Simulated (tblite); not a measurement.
C₆H₁₈Si₂, charge +1, doublet, at a GFN2-xTB geometry (a state made from the parent by changing its charge; the spin is typed, not shown lowest); GFN1-xTB run with tblite.

Input for tblite:
```
$ tblite run mol.xyz --method gfn1 --charge 1 --spin 1 --guess eeq --json tblite.json --no-restart

# file mol.xyz
26

C     -1.73694080    -0.74692457    -1.72829278
Si    -1.33539567    -0.22157629     0.04899257
C     -2.00789628     1.47261953     0.57185621
C     -1.46557744    -1.59052092     1.35473849
Si     1.32591254     0.21993936    -0.06371715
C      1.72461407     0.75245252     1.71204185
C      1.45862465     1.58337799    -1.37497967
C      1.99915905    -1.47635468    -0.57876097
H     -1.20605232    -1.64857425    -2.02011783
H     -1.50045032     0.02994374    -2.44977977
H     -2.79996268    -0.95723512    -1.82154815
H     -3.09134913     1.43105111     0.65763559
H     -1.62274273     1.78737040     1.53755677
H     -1.77418179     2.24855082    -0.15156824
H     -2.50730110    -1.86836191     1.49809590
H     -0.93234578    -2.49028070     1.06129439
H     -1.08341044    -1.27411555     2.32109835
H      2.78866784     0.95634355     1.80812366
H      1.19847245     1.65918825     1.99666659
H      1.48032046    -0.01868995     2.43704488
H      1.07929121     1.26259976    -2.34099485
H      0.92399758     2.48405326    -1.08701427
H      2.50057626     1.86134945    -1.51672101
H      1.61318170    -1.79635666    -1.54240907
H      1.76686763    -2.24876455     0.14886246
H      3.08248092    -1.43437143    -0.66603498
```

What the program printed (banner, timings and long lists left out):

```
xTB calculator
 | screened Coulomb repulsion
 | Coulomb electrostatics
 |  * isotropic Klopman-Ohno-Mataga-Nishimoto electrostatics
 |  * onsite third-order electrostatics
 | DFT-D3(BJ) dispersion correction

halogen bonding energy    0.0000000000000E+00 Eh
repulsion energy          3.7777747319555E-01 Eh
dispersion energy        -1.2945927908227E-02 Eh
number of electrons       4.9000000000000E+01 e
integral cutoff           2.8146159136829E+01 bohr

------------------------------------------------------------
  cycle        total energy    energy error   density error
------------------------------------------------------------
      1     -25.61170250653  -2.5976534E+01   5.4094700E-01
      2     -25.62521020918  -1.3507703E-02   3.2624430E-01
      3     -25.62266901771   2.5411915E-03   2.6625062E-02
      4     -25.62635651834  -3.6875006E-03   8.0155634E-03
      5     -25.62649719728  -1.4067894E-04   2.6065461E-03
      6     -25.62651346918  -1.6271901E-05   1.1756665E-03
      7     -25.62652561289  -1.2143715E-05   1.9760433E-05
      8     -25.62652561437  -1.4836310E-09   6.7511361E-06
------------------------------------------------------------

electronic energy        -2.5991357159662E+01 Eh
total energy             -2.5626525614375E+01 Eh

Post processing:
 | Mayer-Wiberg bond orders

[Info] JSON dump of results written to 'tblite.json'
```
